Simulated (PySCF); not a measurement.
## EPR parameters of C6H10NS

Compound: C6H10NS (doublet state).
Structure used (GFN2-xTB), in Å, numbered top down from 1:
```
atom  x, y, z in Å
C1     2.4105   -0.0668   -0.1671
C2     1.1591    0.2057   -0.4822
C3     0.0143    0.1743    0.5091
C4    -1.0634   -0.7470    0.0619
C5    -0.7766   -2.1721   -0.2021
C6    -0.4681    1.5917    0.6826
N7    -1.2089    2.0957   -0.3139
S8    -0.0696    2.4860    1.9941
H9     3.2008   -0.0327   -0.8976
H10    2.6976   -0.3276    0.8380
H11    0.8849    0.4708   -1.4946
H12    0.4305   -0.1550    1.4741
H13   -2.0910   -0.4325    0.1384
H14   -0.9997   -2.7945    0.6739
H15    0.2724   -2.3171   -0.4537
H16   -1.3972   -2.5494   -1.0162
H17   -1.4664    1.5323   -1.1074
H18   -1.5382    3.0445   -0.2492
```

The hyperfine couplings belong to this conformer and change with its torsions.

Identity: `C=C[C@H]([CH]C)C(N)=S` [radical].

Method: PySCF 2.14.0, UKS B3LYP, pcH-1 on C H N S, non-relativistic, mean-field spin-orbit, GIAO. One conformer (not necessarily the lowest) at the GFN2-xTB geometry, without solvent, vibrations or thermal averaging. GFN2-xTB frequencies show an imaginary mode (44i cm⁻¹), so this geometry is no minimum at that level. Couplings are sensitive to structure, and on GFN2-xTB geometries they can be far from those on DFT ones. Stability of the SCF solution: not tested.

| Property | Result |
| --- | --- |
| g1, g2, g3 | 2.00232, 2.00266, 2.00285 |
| g_iso | 2.00261 |
| Form of g | rhombic: the two nearest values differ by 35 % of g3 − g1 |
| ⟨S²⟩ | 0.7538 (exact 0.7500) |
| α and β electrons | 35, 34 |
| HOMO–LUMO gap, α and β orbitals | 4.53, 3.73 eV |
| Total energy | -687.55525 Eh |

Hyperfine couplings atom by atom, in 10⁻⁴ cm⁻¹; T1 to T3 are the principal values of the dipolar part; ρ(0) is the spin density at the nucleus (1 × 10⁻⁴ cm⁻¹ = 2.998 MHz):

```tsv
atom	isotope	a_iso	of which spin–orbit	T1	T2	T3	Mulliken spin population	ρ(0) (bohr⁻³)
C1	13C	0.2	0.0	-0.4	-0.1	0.5	0.00	0.0004
C2	13C	18.0	0.0	-1.2	-0.9	2.1	0.03	0.0480
C3	13C	-10.5	0.0	-0.8	-0.2	1.0	-0.07	-0.0280
C4	13C	32.4	0.0	-26.5	-26.4	52.9	1.01	0.0865
C5	13C	-10.6	0.0	-0.9	0.1	0.7	-0.08	-0.0282
C6	13C	0.9	0.0	-0.3	-0.3	0.6	0.00	0.0024
N7	14N	0.7	0.0	-0.2	0.0	0.2	0.00	0.0066
S8	33S	0.2	0.0	-0.2	0.1	0.2	0.00	0.0016
H9	1H	0.2	0.0	-0.4	-0.3	0.6	0.00	0.0002
H10	1H	-0.1	0.0	-0.5	-0.3	0.8	0.00	-0.0001
H11	1H	-0.9	0.0	-1.6	-0.7	2.3	0.00	-0.0006
H12	1H	40.3	0.0	-1.9	-0.8	2.7	0.05	0.0270
H13	1H	-19.4	0.0	-12.7	0.0	12.7	-0.04	-0.0130
H14	1H	48.5	0.0	-1.8	-1.0	2.8	0.06	0.0325
H15	1H	5.4	0.0	-1.5	-1.3	2.9	0.01	0.0036
H16	1H	21.7	0.0	-1.6	-1.5	3.1	0.02	0.0146
H17	1H	-0.5	0.0	-1.9	-1.1	3.0	0.01	-0.0003
H18	1H	0.3	0.0	-0.5	-0.4	1.0	0.00	0.0002
```

Largest spin populations (Mulliken): C4 (+1.01), C5 (-0.08), C3 (-0.07) and H14 (+0.06). No atom but C4 exceeds +0.15. The positive populations add up to 1.20 and the negative ones to -0.20, together 2S = 1. The angles at C4 add up to 358.6°, so it is planar; its axial dipolar tensor and the negative coupling of its proton fit spin in a p orbital normal to that plane.

Axes: g3 points within 5° of the C4–H13 bond.

Under fast tumbling the dipolar parts average out, and these isotropic splittings remain (the largest six): 1 × 1H (H12, I = 1/2, 2 lines) with 4.31 mT, 3 × 1H (H14/H15/H16, I = 1/2, 4 lines) with 2.69 mT, 1 × 1H (H13, I = 1/2, 2 lines) with 2.07 mT, 1 × 1H (H11, I = 1/2, 2 lines) with 0.10 mT, 1 × 14N (N7, I = 1, 3 lines) with 0.08 mT and 1 × 1H (H17, I = 1/2, 2 lines) with 0.05 mT.

Nuclei that the bonding pattern makes equivalent are averaged, as if the motion that swaps them (rotation, inversion, ring flip) were fast. H17 and H18 aren't averaged: N7 is flat or nearly so (angle sum 360°), and its turn about the short N7–C6 bond (1.34 Å) is taken as slow. The three 1H nuclei of mean +75.5 MHz run from 16.1 to 145.3 MHz in the frozen geometry.

The 13C coupling of C4 (97.2 MHz) shows only in satellite lines or after enrichment, since that isotope makes up about 1.07 % of natural carbon.
